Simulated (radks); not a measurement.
Results of a calculation; reference values are marked as such.
Excited configurations of the phosphorus ion P3+: one electron is placed in a higher orbital outside [Ne] 3s1. The ground configuration is [Ne] 3s2. Code: a radial shooting solver on a logarithmic mesh with Libxc functionals. Model: non-relativistic Kohn-Sham, TPSS, spin-polarised, spherical densities, point nucleus; open shells are filled with parallel spins first; meta-GGA in the generalised Kohn-Sham scheme. Excitation = E - E(ground); binding = E(ion) - E, where the ion is the core of charge +4; n* = 4/sqrt(2 binding) in atomic units, and the quantum defect is n - n*.

outer orbital  excitation (eV)  binding (eV)     n*  quantum defect  eigenvalue (eV)  <r> (bohr)
3d                      22.194        28.843  2.747           0.253          -23.961       2.127
4s                      27.540        23.496  3.044           0.956          -21.127       3.562
4f                      37.014        14.022  3.940           0.060          -11.967       4.324
5d                      41.032        10.004  4.665           0.335           -8.838       7.637
6d                      44.097         6.939  5.601           0.399           -6.191       11.39
7p                      45.277         5.759  6.148           0.852           -5.204       14.37

The Delta-SCF ionisation energy is 51.036 eV (NIST Atomic Spectra Database: 51.444 eV, measured). Self-interaction in the functional shifts the binding energies and quantum defects, so they are the method's values and not measured ones.
